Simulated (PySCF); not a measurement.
**Computed structure and properties of PbBr4**

System: PbBr4 (singlet); start: template (Td). Method: PySCF 2.14.0, RKS PBE0, Pb def2-SVP with ECP60, Br def2-SVP; non-relativistic Hamiltonian with scalar-relativistic core potentials where named; density fitting; no spin-orbit coupling.

Input of the relaxation:

```python
mol = gto.M(atom='''
Pb     0.00000     0.00000     0.00000
Br     1.44970     1.44970     1.44970
Br    -1.44970    -1.44970     1.44970
Br     1.44970    -1.44970    -1.44970
Br    -1.44970     1.44970    -1.44970''',
    basis={'Pb': 'def2-SVP', 'Br': 'def2-SVP'},
    ecp={'Pb': 'def2-SVP'},
    charge=0, spin=0)
mf = dft.RKS(mol, xc='PBE0')
mf.grids.atom_grid = (50, 194)
mf = mf.density_fit()  # fitting sets: Pb def2-universal-JKFIT, Br def2-universal-JKFIT
mf.conv_tol = 1e-08; mf.max_cycle = 55
mf.kernel(dm0)  # dm0: converged density of the start geometry
# quasi-Newton relaxation in Cartesian coordinates to a largest gradient under 0.00045 Eh/bohr, steps kept in the point group
```

Run from Python with OMP_NUM_THREADS=4; the lines above give its settings. Where DIIS fails, smearing, a level shift and second-order steps follow.
It took 76 s on 4 threads of Intel(R) Xeon(R) Processor @ 2.50GHz (Skylake/Cascade Lake) (shared host), from the converged density of the start.

Course of the relaxation:

```csv
step,energy above end (eV),largest force component within the symmetry (eV/Å)
0,0.0701,0.387
1,0.0098,0.140
2,0.0001,0.013
3,0.0000,0.000
```

Relaxed geometry (Td):

```xyz
5

Pb    0.0000    0.0000    0.0000
Br    1.4791    1.4791    1.4791
Br   -1.4791   -1.4791    1.4791
Br    1.4791   -1.4791   -1.4791
Br   -1.4791    1.4791   -1.4791
```

| contact | Å |
| --- | --- |
| Pb1–Br2 (Br) | 2.562 |
| Pb1–Br3 (Br) | 2.562 |
| Pb1–Br4 (Br) | 2.562 |
| Pb1–Br5 (Br) | 2.562 |

On the finer grid (75, 302):

The HOMO is -8.85 eV and the LUMO is -4.95 eV. The dipole about the centre of mass is 0.00 D. The set of Mulliken populations of Pb1 outside the core potential is s 3.35, p 7.58, d 10.27 and the D3(BJ) dispersion energy (not in the energies) is -0.252 eV.

```json
{"atom": "Pb1", "Mulliken (e)": "0.80", "Löwdin (e)": "0.12", "spin (e)": "0.00"}
{"atom": "Br2", "Mulliken (e)": "-0.20", "Löwdin (e)": "-0.03", "spin (e)": "0.00"}
{"atom": "Br3", "Mulliken (e)": "-0.20", "Löwdin (e)": "-0.03", "spin (e)": "0.00"}
{"atom": "Br4", "Mulliken (e)": "-0.20", "Löwdin (e)": "-0.03", "spin (e)": "0.00"}
{"atom": "Br5", "Mulliken (e)": "-0.20", "Löwdin (e)": "-0.03", "spin (e)": "0.00"}
```

On the grid (50, 194), as all that follows. Harmonic modes: a minimum within the noise of the softest modes; lowest 56 cm⁻¹ (negative: unstable), highest 244 cm⁻¹, zero-point energy 0.079 eV.

Taking off one Br (charge -1, singlet; the rest: singlet) in vacuum, both parts rigid, costs 8.79 eV; the small basis without counterpoise inflates it. Most of it is the attraction of opposite charges; other ways to part are cheaper, and one spin state was tried for the rest.

Rigid scan of Br along the line from its metal, all other atoms held (where the atom bridges, its other bond changes as well):

(distance to Br2 (Å), energy (eV)): (2.26, 0.763), (2.36, 0.292), (2.46, 0.068), (2.56, 0.000), (2.66, 0.051), (2.76, 0.168), (2.96, 0.526), (3.26, 1.137), (3.66, 1.849), (4.16, 2.474)

One start shape was tried, so this needn't be the lowest isomer.
